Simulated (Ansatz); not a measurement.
Ba₂O, relaxed as a singlet with RKS PBE0-D4/def2-TZVP in Ansatz, starting from the GFN1-xTB geometry. Force threshold 0.02 eV/Å.

In the def2 sets Ba takes a core potential; there is no spin–orbit coupling. The restricted singlet is unstable: a solution with broken spin symmetry lies lower. The structure comes from a short search, and lower isomers may exist.

Start:

```xyz
3

Ba   -0.751    1.458   -1.027
Ba    0.306   -1.847    0.486
O     0.445    0.390    0.541
```

Problem. Estimate the energy that the relaxation releases and the steps that it takes.

Solution. 0.12 eV, in 4 steps; 4 s on 4 threads of Arm Neoverse V1 on a shared host. No frequencies were taken in this run, so the end may be a saddle point.

Problem. Does the start keep its bonding and symmetry?

Solution. By distances, no bond broke or formed. The bond that changes most is Ba1–O3, from 2.24 to 2.17 Å (atoms count from 1). Point group C2v at the start, C2v at the end, both within 0.05 Å.

Problem. Predict the relaxed structure.

Solution. 
```xyz
3

Ba   -0.7155    1.5804   -0.9889
Ba    0.3868   -1.8683    0.5894
O     0.3288    0.2879    0.3996
```
Bond lengths (bridged metal pairs left out): 2 × Ba–O 2.17 Å.
